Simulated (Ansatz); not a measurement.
CH9GeNSi, SMILES `N[CH]([SiH3])[GeH3]`. Charge 0, multiplicity 1. All single points use the PBE0-D4/def2-TZVP geometry. It is one conformer, not always the lowest.

```xyz
13

N     0.892    1.372    0.167
C     0.012    0.245    0.464
Si   -1.548    0.371   -0.575
Ge    0.973   -1.425    0.045
H     1.740    1.344    0.720
H     0.438    2.258    0.351
H    -0.295    0.164    1.521
H    -1.241    0.217   -2.021
H    -2.176    1.707   -0.364
H    -2.514   -0.682   -0.159
H     2.336   -1.382    0.766
H     1.209   -1.549   -1.467
H     0.177   -2.640    0.552
```

Question: What is the dipole moment at r2SCAN/def2-TZVPP? (Best estimate.)

Answer: The calculation gave: 1.65 D, with components (0.22, 0.68, 1.49) D in this frame, pointing from negative to positive charge.

Question: And with PBE, B3LYP, ωB97M-V? (Best estimate.)

Answer: The calculation gave: PBE 1.64 D, B3LYP 1.63 D, ωB97M-V 1.62 D.

Question: Give the Mulliken charges with r2SCAN, B3LYP, PBE in def2-TZVPP. (Estimate.)

Answer: The calculation gave: 
| atom | r2SCAN | B3LYP | PBE |
| --- | --- | --- | --- |
| N1 | -0.38 | -0.36 | -0.35 |
| C2 | -0.13 | -0.13 | -0.12 |
| Si3 | 0.28 | 0.26 | 0.19 |
| Ge4 | 0.11 | 0.10 | 0.09 |
| H5 | 0.14 | 0.13 | 0.14 |
| H6 | 0.14 | 0.13 | 0.14 |
| H7 | 0.10 | 0.12 | 0.12 |
| H8 | -0.06 | -0.06 | -0.05 |
| H9 | -0.08 | -0.08 | -0.06 |
| H10 | -0.07 | -0.07 | -0.06 |
| H11 | -0.02 | -0.02 | -0.02 |
| H12 | -0.01 | 0.00 | 0.00 |
| H13 | -0.02 | -0.01 | -0.01 |

B3LYP here is the variant with VWN-RPA as its local correlation; programs differ in this.

Results of the Gaussian-basis code of Ansatz.
